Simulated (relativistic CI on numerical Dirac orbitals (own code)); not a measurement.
**Crystal-field levels of Tc2+, 4d5**

Calculated by Dirac-Coulomb-Breit CI, KLI orbitals optimised for each configuration, model QED (radiative potential, 1s self-energy scaled to tabulated hydrogen-like ionisation energies), valence Slater integrals scaled by 0.65, one configuration in a parametric crystal field (own radial code).

Field parameters in Wybourne normalisation: D3d B²₀ = −7Dσ, B⁴₀ = −14Dq − 21Dτ, B⁴₃ = −14√(10/7) Dq. The field is a parameter set, without covalency.

S is read from ⟨S²⟩ = S(S + 1).

Levels (cm⁻¹, degeneracy): 0 (2), 3601 (2), 4375 (2), 18385 (2), 18436 (2), 19261 (2), 19487 (2), 19707 (2), 19931 (2), 22535 (2), 22576 (2), 24942 (2).

**Question.** Which field gives this pattern?
A. D3d, 10Dq = 28600, Dσ = -330, Dτ = -390 cm⁻¹
B. D3d, 10Dq = 28600, Dσ = 980, Dτ = -390 cm⁻¹
C. D3d, 10Dq = 28600, Dσ = -550, Dτ = -390 cm⁻¹
D. D3d, 10Dq = 28600, Dσ = 330, Dτ = -390 cm⁻¹

**Answer.** A. D3d, 10Dq = 28600, Dσ = -330, Dτ = -390 cm⁻¹, ground level with S = 0.51.
